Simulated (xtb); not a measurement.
C$_{2}$H$_{2}$Cl (SMILES C=[C-]Cl), charge -1, singlet, from a rough starting geometry; GFN2-xTB run with xtb.

xtb was given this input:
```
$ xtb mol.xyz --gfn 2 --chrg -1 --opt vtight --json

# file mol.xyz
5

C     -0.85064160     0.10103949    -0.01216055
C      0.42733529     0.37108020     0.04130958
Cl    -1.52337560    -1.52686529    -0.00280094
H      1.17803085    -0.42745087    -0.00243349
H      0.74152577     1.38762343     0.01477276
```

It wrote (shortened):

```
   ID    Z sym.   atoms
    1    6 C      1, 2
    2   17 Cl     3
    3    1 H      4, 5

           -------------------------------------------------
          |                Calculation Setup                |
           -------------------------------------------------

           -------------------------------------------------
          |                 G F N 2 - x T B                 |
           -------------------------------------------------

          ...................................................
          :                      SETUP                      :
          :.................................................:
          :  # basis functions                  20          :
          :  # atomic orbitals                  19          :
          :  # shells                            9          :
          :  # electrons                        18          :
          :  max. iterations                   250          :
          :  Hamiltonian                  GFN2-xTB          :
          :  restarted?                      false          :
          :  GBSA solvation                  false          :
          :  PC potential                    false          :
          :  electronic temp.          300.0000000     K    :
          :  accuracy                    1.0000000          :
          :  -> integral cutoff          0.2500000E+02      :
          :  -> integral neglect         0.1000000E-07      :
          :  -> SCF convergence          0.1000000E-05 Eh   :
          :  -> wf. convergence          0.1000000E-03 e    :
          :  Broyden damping             0.4000000          :
          :  net charge                         -1          :
          :  unpaired electrons                  0          :
          ...................................................

 iter      E             dE          RMSdq      gap      omega  full diag
   1    -10.0139331 -0.100139E+02  0.707E+00    4.03       0.0  T
   2    -10.0322754 -0.183423E-01  0.393E+00    3.72       1.0  T
   3    -10.0247900  0.748542E-02  0.223E+00    4.04       1.0  T
   4    -10.0375746 -0.127846E-01  0.680E-01    3.82       1.0  T
   5    -10.0380900 -0.515373E-03  0.255E-01    3.87       1.0  T
   6    -10.0382025 -0.112492E-03  0.136E-01    3.88       1.0  T
   7    -10.0382310 -0.285216E-04  0.869E-02    3.89       1.0  T
   8    -10.0382462 -0.151753E-04  0.358E-02    3.89       1.2  T
   9    -10.0382479 -0.170790E-05  0.158E-02    3.89       2.8  T
  10    -10.0382488 -0.961468E-06  0.532E-03    3.89       8.4  T
  11    -10.0382489 -0.903603E-07  0.134E-03    3.89      33.3  T
  12    -10.0382489 -0.195181E-08  0.769E-04    3.89      58.1  T
  13    -10.0382489 -0.915108E-09  0.178E-04    3.89     251.6  T

   *** convergence criteria satisfied after 13 iterations ***

         :::::::::::::::::::::::::::::::::::::::::::::::::::::
         ::                     SUMMARY                     ::
         :::::::::::::::::::::::::::::::::::::::::::::::::::::
         :: total energy              -9.940512221602 Eh    ::
         :: gradient norm              0.088214462393 Eh/a0 ::
         :: HOMO-LUMO gap              3.886072899340 eV    ::
         ::.................................................::
         :: SCC energy               -10.038248920602 Eh    ::
         :: -> isotropic ES            0.132846871040 Eh    ::
         :: -> anisotropic ES         -0.001462750426 Eh    ::
         :: -> anisotropic XC         -0.000840378213 Eh    ::
         :: -> dispersion             -0.002720192488 Eh    ::
         :: repulsion energy           0.097736699000 Eh    ::
         :: add. restraining           0.000000000000 Eh    ::
         :: total charge              -1.000000000000 e     ::
         :::::::::::::::::::::::::::::::::::::::::::::::::::::

      -----------------------------------------------------------
     |                   =====================                   |
[...]
 * total energy  :    -9.9405122 Eh     change       -0.1008420E-09 Eh
 * total energy  :    -9.9510379 Eh     change       -0.1052564E-01 Eh
 * total energy  :    -9.9519551 Eh     change       -0.9172752E-03 Eh
 * total energy  :    -9.9539180 Eh     change       -0.1962854E-02 Eh
 * total energy  :    -9.9541255 Eh     change       -0.2074951E-03 Eh
 * total energy  :    -9.9543030 Eh     change       -0.1775376E-03 Eh
 * total energy  :    -9.9543474 Eh     change       -0.4440436E-04 Eh
 * total energy  :    -9.9543527 Eh     change       -0.5281007E-05 Eh
 * total energy  :    -9.9543538 Eh     change       -0.1107076E-05 Eh
 * total energy  :    -9.9543539 Eh     change       -0.1055055E-06 Eh
 * total energy  :    -9.9543539 Eh     change       -0.1806339E-07 Eh
   *** GEOMETRY OPTIMIZATION CONVERGED AFTER 11 ITERATIONS ***
         :: total energy              -9.954353942050 Eh    ::
[...]

           -------------------------------------------------
          |                Property Printout                |
           -------------------------------------------------

    * Orbital Energies and Occupations

         #    Occupation            Energy/Eh            Energy/eV
      -------------------------------------------------------------
         1        2.0000           -0.8314589             -22.6251
         2        2.0000           -0.3728724             -10.1464
         3        2.0000           -0.3120987              -8.4926
         4        2.0000           -0.2710518              -7.3757
         5        2.0000           -0.2280554              -6.2057
         6        2.0000           -0.2102813              -5.7220
         7        2.0000           -0.1976138              -5.3773
         8        2.0000           -0.1545342              -4.2051
         9        2.0000           -0.1235407              -3.3617 (HOMO)
        10                          0.0405468               1.1033 (LUMO)
        11                          0.0696077               1.8941
        12                          0.2673037               7.2737
        13                          0.2674512               7.2777
        14                          0.2699509               7.3457
        15                          0.2749368               7.4814
        16                          0.3275170               8.9122
        17                          0.3611648               9.8278
        18                          0.4857920              13.2191
        19                          0.8004834              21.7823
      -------------------------------------------------------------
                  HL-Gap            0.1640875 Eh            4.4650 eV
             Fermi-level           -0.0414969 Eh           -1.1292 eV

     #   Z          covCN         q      C6AA      α(0)
     1   6 C        1.852    -0.233    38.071     9.967
     2   6 C        2.892    -0.088    30.206     9.011
     3  17 Cl       0.934    -0.506   115.952    16.474
     4   1 H        0.923    -0.089     5.194     3.564
     5   1 H        0.924    -0.084     5.045     3.513

 Mol. C6AA /au·bohr⁶  :        726.403727
 Mol. C8AA /au·bohr⁸  :      21900.641565
 Mol. α(0) /au        :         42.528375

Wiberg/Mayer (AO) data.
largest (>0.10) Wiberg bond orders for each atom

 ---------------------------------------------------------------------------
     #   Z sym  total        # sym  WBO       # sym  WBO       # sym  WBO
 ---------------------------------------------------------------------------
     1   6 C    2.784 --     2 C    1.995     3 Cl   0.747
     2   6 C    3.931 --     1 C    1.995     5 H    0.959     4 H    0.953
     3  17 Cl   0.802 --     1 C    0.747
     4   1 H    0.992 --     2 C    0.953
     5   1 H    0.993 --     2 C    0.959
 ---------------------------------------------------------------------------

Topologies differ in total number of bonds
Writing topology from bond orders to xtbtopo.mol

molecular dipole:
                 x           y           z       tot (Debye)
 q only:        1.387       1.210      -0.002
   full:        2.092       1.161       0.001       6.082
molecular quadrupole (traceless):
                xx          xy          yy          xz          yz          zz
 q only:       -2.424      -6.122      -2.721      -0.037      -0.042       5.145
  q+dip:       -2.433      -6.566      -3.591      -0.028      -0.054       6.024
   full:       -3.642      -6.119      -2.909      -0.035      -0.051       6.551

optimized geometry written to: xtbopt.xyz

           -------------------------------------------------
          | TOTAL ENERGY               -9.954353942050 Eh   |
          | GRADIENT NORM               0.000017885100 Eh/α |
          | HOMO-LUMO GAP               4.465048590643 eV   |
           -------------------------------------------------

normal termination of xtb
```
